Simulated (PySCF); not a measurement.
A species of formula C4H11B has this rotational fingerprint, computed with PBE0-D3(BJ)/def2-SVP geometry optimisation, gas phase (PySCF 2.14.0):

| Property | Result |
| --- | --- |
| Rotational constants | A = 5990, B = 3404, C = 2569 MHz |
| Dipole components | \|μa\| = 0.06 D, \|μb\| = 0.02 D, \|μc\| = 0.04 D |
| Inertial defect | -36.11 u·Å² |
| κ | -0.51 |

Question: Which structure is it? (One computed conformer of each.)
A. `BC(C)(C)C`
B. BMe2Et, `C(B(C)C)C`
C. `BCC(C)C` (BH2(iBu))

Answer: B. It is CCB(C)C, an asymmetric top, point group C1. The candidates at the same level (rigid rotor, commonest isotopes):

| SMILES | A (MHz) | B (MHz) | C (MHz) | μa (D) | μb (D) | μc (D) | Δ (u·Å²) | point group | rotor |
| --- | --- | --- | --- | --- | --- | --- | --- | --- | --- |
| [H]B([H])CC(C)C | 6220 | 3812 | 3102 | 0.42 | 0.01 | 0.65 | -50.89 | – | asymmetric top |
| CCB(C)C | 5990 | 3404 | 2569 | 0.06 | 0.02 | 0.04 | -36.11 | C1 | asymmetric top |
| BC(C)(C)C | 4811 | 4653 | 4222 | 0.33 | 0.00 | 0.61 | -93.96 | Cs | asymmetric top |

`[H]B([H])CC(C)C` has C 21 % too high; `BC(C)(C)C` has C 64 % too high. No structure here is proved a minimum.
